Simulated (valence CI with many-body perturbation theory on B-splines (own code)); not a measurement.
**E1 line list for Rh V**

Level of theory: relativistic CI+MBPT: five valence electrons over a frozen Dirac-Fock core [Kr], a basis of 7 s, 7 p, 8 d, 6 f, 4 g, 1 h functions for each j, with the one-electron correlation potential Σ1 (screened to all orders), the two-electron term Σ2, the three-electron term Σ3, Breit, model QED; selected single and double excitations, second order for the rest, scaled by the run's own slope (own B-spline code, finite nucleus).

No measured levels were compared; by estimate terms of the open shell hold to 2 to 4 % of their energy, and close levels can change places; different configurations can be misplaced against each other by 1,000 to 8,000 cm⁻¹. Among the levels kept, up to 2500 cm⁻¹ of a level comes from second order outside the variational space, and about a tenth of that is noise between levels of different J, which matters for small intervals.

Lines 1 to 50 of 586 in falling wavelength, among levels below 29.739 eV, chosen from the strongest by gf and those to the six lowest levels. Wavelengths and rates use the calculated energies, so an error of 2000 cm⁻¹ moves a line at 187.2 nm by 3.7 % and its rate by three times that or more. Electric multipoles are in the length gauge, E1 and E2 with the static RPA response of the core. Weak lines are less certain than strong ones. Lines between different terms over intervals too small for the method are left out, as are lines whose strength nearly cancels. Where a level lies close to another of its J and parity, the split of strength between their lines is uncertain. The highest levels of a list are the least certain.

Names give the largest LS component (configuration and term), which can be under half, so a name can repeat, a term be missing and a line seem to break the LS rules; names also repeat where a configuration has a term twice. Letters in brackets count levels of one name in rising energy.

```csv
λ vac (nm),Upper,Lower,A (s⁻¹),S (a.u.) with core polarisation,S without
187.2,4d⁴5p ⁶F°_9/2,4d⁴5s ⁴D_7/2 [a],3.76e+07,1.22e+00,1.39e+00
178.9,4d⁴5p ⁴H°_13/2 [a],4d⁴5s ²H_11/2,6.56e+07,2.59e+00,2.98e+00
174.0,4d⁴5p ⁴I°_9/2,4d⁴5s ²H_9/2,6.15e+07,1.60e+00,1.83e+00
174.0,4d⁴5p ⁴F°_7/2 [d],4d⁴5s ²G_9/2 [b],6.39e+07,1.33e+00,1.53e+00
173.9,4d⁴5p ⁴G°_9/2 [a],4d⁴5s ²H_11/2,5.27e+07,1.37e+00,1.57e+00
173.4,4d⁴5p ⁴G°_11/2 [c],4d⁴5s ²G_9/2 [b],4.40e+07,1.36e+00,1.55e+00
173.2,4d⁴5p ²G°_7/2 [a],4d⁴5s ²H_9/2,1.14e+08,2.35e+00,2.70e+00
172.4,4d⁴5p ⁴G°_9/2 [c],4d⁴5s ²G_7/2 [a],5.78e+07,1.46e+00,1.67e+00
171.2,4d⁴5p ⁴F°_5/2 [b],4d⁴5s ²G_7/2 [a],1.01e+08,1.50e+00,1.72e+00
170.4,4d⁴5p ⁴H°_9/2 [b],4d⁴5s ²G_7/2 [a],8.55e+07,2.09e+00,2.40e+00
170.3,4d⁴5p ⁶D°_9/2,4d⁴5s ⁴D_7/2 [a],1.54e+08,3.76e+00,4.28e+00
169.4,4d⁴5p ⁴G°_5/2 [c],4d⁴5s ²G_7/2 [a],8.51e+07,1.22e+00,1.41e+00
169.3,4d⁴5p ²I°_13/2 [a],4d⁴5s ²I_13/2,7.66e+07,2.57e+00,2.96e+00
168.7,4d⁴5p ⁴P°_5/2 [a],4d⁴5s ⁴D_7/2 [a],2.48e+08,3.52e+00,4.03e+00
168.6,4d⁴5p ⁴H°_7/2,4d⁴5s ⁴F_5/2 [a],9.30e+07,1.76e+00,2.04e+00
167.6,4d⁴5p ⁶D°_7/2,4d⁴5s ⁴D_5/2 [a],8.49e+07,1.58e+00,1.79e+00
167.1,4d⁴5p ⁴G°_9/2 [b],4d⁴5s ²F_7/2 [a],5.62e+07,1.29e+00,1.48e+00
166.9,4d⁴5p ⁶D°_3/2,4d⁴5s ⁴D_5/2 [a],1.51e+08,1.39e+00,1.59e+00
166.7,4d⁴5p ⁴G°_11/2 [c],4d⁴5s ²G_9/2 [a],5.21e+07,1.43e+00,1.63e+00
165.9,4d⁴5p ⁴H°_11/2 [b],4d⁴5s ²I_13/2,4.23e+07,1.14e+00,1.32e+00
165.3,4d⁴5p ²F°_5/2 [c],4d⁴5s ²F_5/2 [b],1.25e+08,1.67e+00,1.93e+00
164.9,4d⁴5p ⁴F°_9/2 [c],4d⁴5s ²G_7/2 [a],5.54e+07,1.23e+00,1.40e+00
164.2,4d⁴5p ⁴G°_9/2 [b],4d⁴5s ²H_11/2,7.04e+07,1.54e+00,1.76e+00
163.5,4d⁴5p ⁴F°_7/2 [c],4d⁴5s ⁴D_5/2 [b],8.52e+07,1.47e+00,1.69e+00
163.3,4d⁴5p ²F°_7/2 [c],4d⁴5s ²F_7/2 [b],2.70e+08,4.64e+00,5.36e+00
162.9,4d⁴5p ⁴G°_11/2 [a],4d⁴5s ⁴G_11/2,9.87e+07,2.53e+00,2.92e+00
162.7,4d⁴5p ⁴G°_11/2 [a],4d⁴5s ⁴G_9/2,4.78e+07,1.22e+00,1.41e+00
162.2,4d⁴5p ⁴D°_5/2 [b],4d⁴5s ⁴P_5/2 [a],1.10e+08,1.39e+00,1.61e+00
161.7,4d⁴5p ⁴D°_7/2 [b],4d⁴5s ²H_9/2,1.42e+08,2.37e+00,2.72e+00
161.7,4d⁴5p ⁴F°_5/2 [a],4d⁴5s ⁴D_5/2 [a],1.73e+08,2.16e+00,2.46e+00
161.1,4d⁴5p ⁴H°_7/2,4d⁴5s ⁴H_9/2,7.13e+07,1.18e+00,1.36e+00
161.0,4d⁴5p ⁴G°_5/2 [a],4d⁴5s ⁴F_3/2 [a],2.22e+08,2.75e+00,3.17e+00
160.9,4d⁴5p ⁴D°_7/2 [d],4d⁴5s ²G_9/2 [a],9.71e+07,1.60e+00,1.84e+00
160.8,4d⁴5p ⁴P°_5/2 [a],4d⁴5s ⁴D_3/2 [a],2.06e+08,2.53e+00,2.88e+00
160.6,4d⁴5p ⁴F°_3/2 [a],4d⁴5s ⁴D_3/2 [a],2.04e+08,1.66e+00,1.89e+00
160.5,4d⁴5p ⁴G°_11/2 [b],4d⁴5s ⁴G_11/2,1.17e+08,2.87e+00,3.31e+00
160.4,4d⁴5p ⁴G°_5/2 [a],4d⁴5s ⁴F_7/2 [a],1.16e+08,1.42e+00,1.64e+00
160.0,4d⁴5p ⁴H°_9/2 [a],4d⁴5s ⁴H_9/2,4.27e+08,8.64e+00,9.98e+00
159.8,4d⁴5p ⁴H°_7/2,4d⁴5s ⁴H_7/2,4.38e+08,7.07e+00,8.17e+00
159.7,4d⁴5p ⁴G°_7/2 [a],4d⁴5s ⁴G_5/2,1.12e+08,1.81e+00,2.08e+00
159.7,4d⁴5p ²H°_11/2 [b],4d⁴5s ²G_9/2 [a],1.32e+08,3.19e+00,3.63e+00
159.7,4d⁴5p ²G°_7/2 [a],4d⁴5s ⁴F_7/2 [a],1.55e+08,2.49e+00,2.87e+00
159.6,4d⁴5p ⁴F°_9/2 [b],4d⁴5s ²F_7/2 [a],8.77e+07,1.76e+00,2.02e+00
159.5,4d⁴5p ²D°_5/2 [a],4d⁴5s ²F_7/2 [a],1.98e+08,2.38e+00,2.73e+00
159.5,4d⁴5p ²P°_3/2 [d],4d⁴5s ²D_3/2 [b],1.65e+08,1.32e+00,1.52e+00
159.4,4d⁴5p ²I°_13/2 [a],4d⁴5s ²H_11/2,2.38e+08,6.68e+00,7.59e+00
159.4,4d⁴5p ⁴G°_5/2 [a],4d⁴5s ⁴F_5/2 [a],2.33e+08,2.79e+00,3.23e+00
159.1,4d⁴5p ⁴D°_3/2 [b],4d⁴5s ⁴P_3/2 [a],2.82e+08,2.24e+00,2.59e+00
159.0,4d⁴5p ⁴F°_7/2 [a],4d⁴5s ⁴D_5/2 [a],4.40e+08,6.98e+00,7.92e+00
159.0,4d⁴5p ⁴H°_11/2 [a],4d⁴5s ⁴H_11/2,4.76e+08,1.13e+01,1.31e+01
```
